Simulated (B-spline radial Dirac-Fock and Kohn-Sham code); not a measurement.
## Isotope-shift constants of the inner levels of Ti⁴⁺

System: titanium as Ti⁴⁺, [Ne] 3s2 3p6.

Input of the calculation (task.json; shells as n, l, electrons):

```json
{"items": [{
  "Z": 22,
  "q": 4,
  "cfg": [[1, 0, 2], [2, 0, 2], [2, 1, 6], [3, 0, 2], [3, 1, 6]],
  "A": 48,
  "rrms": 3.5921,
  "do": "isoshift",
  "isotopes": [[44, 43.959689936, 3.6115], [45, 44.958120758, 3.5939], [46, 45.952626356, 3.607], [47, 46.951757491, 3.5962], [48, 47.947940677, 3.5921], [49, 48.947864391, 3.5733], [50, 49.944785622, 3.5704]]
}]}
```

Command: `python xray2_run.py task.json out`

The computed values come from a radial B-spline solver: first-order field-shift and mass-shift constants from Dirac-Fock ground and hole states with a Fermi nucleus; the mass shift has no relativistic recoil terms. A binding energy shifts by δE = F·δ⟨r²⟩ + (K_N + K_S)·δ(1/M); F is taken for a change of radius at fixed skin thickness and so holds the higher radial moments.

| level | F (meV/fm²) | K_N (meV u) | K_S (meV u) |
| --- | --- | --- | --- |
| K (1s) | -1.624 | -2767 | 1015 |
| L1 (2s) | -0.1411 | -349.1 | -51.05 |
| L2 (2p1/2) | 0.01819 | -293.2 | 236.6 |
| L3 (2p3/2) | 0.01843 | -290.1 | 228.1 |
| M1 (3s) | -0.02002 | -71.08 | 0.3868 |
| M2 (3p1/2) | 0.002928 | -54.21 | 35.48 |
| M3 (3p3/2) | 0.002963 | -53.80 | 34.07 |

Line shifts in meV from A = 48 (mass 47.9479 u, rms radius 3.5921 fm); radii from Angeli and Marinova (2013).

```csv
A,mass (u),radius (fm),Kα1,Kα2,Kβ1,Lβ3
44,43.9597,3.6115,-3.43,-3.44,-3.50,-0.74
45,44.9581,3.5939,-2.36,-2.37,-2.42,-0.53
46,45.9526,3.607,-1.71,-1.71,-1.74,-0.36
47,46.9518,3.5962,-0.80,-0.80,-0.81,-0.17
49,48.9479,3.5733,+0.94,+0.94,+0.96,+0.18
50,49.9448,3.5704,?,?,?,?
```

Q: What are the shifts for A = 50?

A: Kα1 +1.66 meV (field +0.26, mass +1.41); Kα2 +1.67 meV (field +0.26, mass +1.41); Kβ1 +1.70 meV (field +0.25, mass +1.44); Lβ3 +0.34 meV (field +0.02, mass +0.32).
